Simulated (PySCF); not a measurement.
Harmonic spectrum computed at PBE0 in the def2-TZVP basis family (core potentials from Rb on, PySCF, no spin–orbit coupling):

| ω (cm⁻¹) | IR (km/mol, summed over degenerate members) | degeneracy |
| --- | --- | --- |
| 148 | 49.5 | 2 |
| 753 | 0.0 | 1 |
| 794 | 276 | 1 |

Which molecule gave it? In each, all ligands are bound to the one heavy central atom.
A. RuF₂⁺ (quartet)
B. RhF₂⁺ (quintet)
C. AlF₂⁺ (singlet)
D. AuF₂⁺ (triplet)

A. It has D∞h symmetry with Ru–F 1.788 Å (×2).
